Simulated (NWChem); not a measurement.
System: GeF3 cation

NWChem printed, in part:

```
             Northwest Computational Chemistry Package (NWChem) 7.3.0
             --------------------------------------------------------

 D3H symmetry detected

                             Geometry "geometry" -> ""
                             -------------------------

 Output coordinates in angstroms (scale by  1.889725989 to convert to a.u.)

  No.       Tag          Charge          X              Y              Z
 ---- ---------------- ---------- -------------- -------------- --------------
    1 F                    9.0000     1.18250893     1.18250893     0.00000000
    2 Ge                  32.0000     0.00000000     0.00000000     0.00000000
    3 F                    9.0000    -1.61533724     0.43282831     0.00000000
    4 F                    9.0000     0.43282831    -1.61533724     0.00000000

 Effective nuclear repulsion energy (a.u.)     317.7924089843

      Symmetry information
      --------------------

 Group name             D3h
 Group number             27
 Group order              12
 No. of unique centers     2

                                Z-matrix (autoz)
                                --------

 Units are Angstrom for bonds and degrees for angles

      Type          Name      I     J     K     L     M      Value
      ----------- --------  ----- ----- ----- ----- ----- ----------
    1 Stretch                  1     2                       1.67232
    2 Stretch                  2     3                       1.67232
    3 Stretch                  2     4                       1.67232
    4 Bend                     1     2     3               120.00000
    5 Bend                     1     2     4               120.00000
    6 Bend                     3     2     4               120.00000
    7 Torsion                  1     2     3     4         180.00000
    8 Torsion                  1     2     4     3         180.00000
    9 Torsion                  3     2     1     4         180.00000
   10 Torsion                  1     4     2     3         180.00000
   11 Torsion                  3     1     2     4         180.00000
   12 Torsion                  1     3     2     4         180.00000

  xc_inp: hfexch multiplicative factor not found.

                           NWChem Geometry Optimization
                           ----------------------------

 maximum gradient threshold         (gmax) =   0.000450
 rms gradient threshold             (grms) =   0.000300
 maximum cartesian step threshold   (xmax) =   0.001800
 rms cartesian step threshold       (xrms) =   0.001200
 fixed trust radius                (trust) =   0.300000
 source of zmatrix                         =   autoz

          -------------------
          Energy Minimization
          -------------------

 Using diagonal initial Hessian
 Scaling for Hessian diagonals: bonds = 1.00  angles = 0.25  torsions = 0.10

          --------
          Step   0

                                 NWChem DFT Module
                                 -----------------

 Summary of "ao basis" -> "ao basis" (spherical)
 ------------------------------------------------------------------------------
       Tag                 Description            Shells   Functions and Types
 ---------------- ------------------------------  ------  ---------------------
 F                           sto-3g                  3        5   2s1p
 Ge                          sto-3g                  8       18   4s3p1d

      Symmetry analysis of basis
      --------------------------

        a1'         8
        a1"         0
        a2'         1
        a2"         4
        e'         16
        e"          4

  Rotation of axis

            General Information
            -------------------
          SCF calculation type: DFT
          Wavefunction type:  closed shell.
          No. of atoms     :     4
          No. of electrons :    58
           Alpha electrons :    29
            Beta electrons :    29
          Charge           :     1
          Spin multiplicity:     1
          Use of symmetry is: on ; symmetry adaption is: on
          Maximum number of iterations: 150
          AO basis - number of functions:    33
                     number of shells:    17
          Convergence on energy requested:  1.00D-06
          Convergence on density requested:  1.00D-05
          Convergence on gradient requested:  5.00D-04

              XC Information
              --------------
                     Hartree-Fock (Exact) Exchange  1.000

      Superposition of Atomic Density Guess
      -------------------------------------

 Sum of atomic energies:       -2345.62581998

 Renormalizing density from      59.00 to     58

      Non-variational initial energy
      ------------------------------

 Total energy =   -2321.579740
 1-e energy   =   -3870.701156
 2-e energy   =    1231.329008
 HOMO         =      -0.759508
 LUMO         =      -0.305347

[...]

      ----------------------
      Optimization converged
      ----------------------

  Step       Energy      Delta E   Gmax     Grms     Xrms     Xmax
  ---- ---------------- -------- -------- -------- -------- --------
@    3   -2345.65321543 -5.9D-09  0.00000  0.00000  0.00001  0.00003
                                     ok       ok       ok       ok

                                Z-matrix (autoz)
                                --------

 Units are Angstrom for bonds and degrees for angles

      Type          Name      I     J     K     L     M      Value     Gradient
      ----------- --------  ----- ----- ----- ----- ----- ---------- ----------
    1 Stretch                  1     2                       1.62387    0.00000
    2 Stretch                  2     3                       1.62387    0.00000
    3 Stretch                  2     4                       1.62387    0.00000
    4 Bend                     1     2     3               120.00000    0.00000
    5 Bend                     1     2     4               120.00000    0.00000
    6 Bend                     3     2     4               120.00000   -0.00000
    7 Torsion                  1     2     3     4         180.00000   -0.00000
    8 Torsion                  1     2     4     3         180.00000    0.00000
    9 Torsion                  3     2     1     4         180.00000    0.00000
   10 Torsion                  1     4     2     3         180.00000   -0.00000
   11 Torsion                  3     1     2     4         180.00000   -0.00000
   12 Torsion                  1     3     2     4         180.00000    0.00000

                         Geometry "geometry" -> "geometry"
                         ---------------------------------

 Output coordinates in angstroms (scale by  1.889725989 to convert to a.u.)

  No.       Tag          Charge          X              Y              Z
 ---- ---------------- ---------- -------------- -------------- --------------
    1 F                    9.0000     1.14824634     1.14824634     0.00000000
    2 Ge                  32.0000     0.00000000     0.00000000     0.00000000
    3 F                    9.0000    -1.56853367     0.42028733     0.00000000
    4 F                    9.0000     0.42028733    -1.56853367     0.00000000

 Effective nuclear repulsion energy (a.u.)     327.2750352979

      Symmetry information
      --------------------

 Group name             D3h
 Group number             27
 Group order              12
 No. of unique centers     2

                Final and change from initial internal coordinates
                --------------------------------------------------

                                Z-matrix (autoz)
                                --------

 Units are Angstrom for bonds and degrees for angles

[...]

 Rotational Constants
 --------------------
 A=   0.224332 cm-1  (  0.322757 K)
 B=   0.224332 cm-1  (  0.322757 K)
 C=   0.112166 cm-1  (  0.161378 K)

 Temperature                      =   298.15K
 frequency scaling parameter      =   1.0000

 Zero-Point correction to Energy  =    4.159 kcal/mol  (  0.006628 au)
 Thermal correction to Energy     =    7.125 kcal/mol  (  0.011354 au)
 Thermal correction to Enthalpy   =    7.717 kcal/mol  (  0.012297 au)

 Total Entropy                    =   68.863 cal/mol-K
   - Translational                =   40.503 cal/mol-K (mol. weight = 130.9171)
   - Rotational                   =   21.591 cal/mol-K (symmetry #  =        6)
   - Vibrational                  =    6.769 cal/mol-K

 Cv (constant volume heat capacity) =   13.596 cal/mol-K
   - Translational                  =    2.979 cal/mol-K
   - Rotational                     =    2.979 cal/mol-K
   - Vibrational                    =    7.637 cal/mol-K

[normal modes left out]

 ----------------------------------------------------------------------------
 Normal Eigenvalue ||           Projected Infra Red Intensities
  Mode   [cm**-1]  || [atomic units] [(debye/angs)**2] [(KM/mol)] [arbitrary]
 ------ ---------- || -------------- ----------------- ---------- -----------
    1       -0.000 ||    0.002684           0.062         2.616       2.144
    2       -0.000 ||    0.005502           0.127         5.364       4.396
    3       -0.000 ||    0.007091           0.164         6.913       5.666
    4       -0.000 ||    0.002190           0.051         2.135       1.750
    5       -0.000 ||    0.001365           0.032         1.331       1.091
    6        0.000 ||    0.004083           0.094         3.980       3.263
    7      205.715 ||    0.043561           1.005        42.465      34.806
    8      218.387 ||    0.025061           0.578        24.430      20.024
    9      218.387 ||    0.025061           0.578        24.430      20.024
   10      703.975 ||    0.000000           0.000         0.000       0.000
   11      782.127 ||    0.016794           0.387        16.371      13.418
   12      782.127 ||    0.016794           0.387        16.371      13.418
 ----------------------------------------------------------------------------
```

Level: Hartree-Fock/STO-3G. 

**Question.** Which NWChem input produces such a log?

**Answer.** Several could match; the one computed here: the input that was run:
```
start job
memory heap 200 mb stack 900 mb global 1100 mb
charge 1
geometry units angstroms
  F     -0.998637     1.341409     0.000000
  Ge     0.000000     0.000000     0.000000
  F     -0.662376    -1.535550     0.000000
  F      1.661013     0.194140     0.000000
end
basis spherical
  * library sto-3g
end
dft
  xc hfexch
  iterations 150
end
driver
  maxiter 120
end
task dft optimize
task dft freq
```
